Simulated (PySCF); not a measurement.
**Sn⁺: excitation energy**

Sn⁺ [Kr] 4d10 5s2 5p1 (2P) → Sn⁺ [Kr] 4d10 5s1 5p2 (4P), as a difference of total energies. Computed with PySCF 2.14 in dyall-av2z (22s16p12d, 130 functions), with the non-relativistic Hamiltonian (point nucleus). Correlated levels: valence: [Kr] 4d10 frozen; virtual orbitals above 40 to 60 times the deepest correlated orbital energy dropped. The calculations carry no spin-orbit coupling.

| method | excitation energy (eV) |
| --- | --- |
| UHF | 3.439 |
| LDA | 5.515 |
| PBE | 5.276 |
| PBE0 | 4.922 |
| r2SCAN | 4.704 |
| TPSS | 5.053 |
| M06-2X | 5.041 |
| MP2 (valence) | 4.074 |
| SCS-MP2 (valence) | 4.300 |

Question: How much does correlation contribute at MP2 (valence)?

Answer: 4.074 − (3.439) = 0.635 eV, measured against UHF.

These non-relativistic numbers lack the scalar-relativistic shift.

For comparison: 5.753 eV (measured; NIST levels, between the centres of gravity of the two terms).
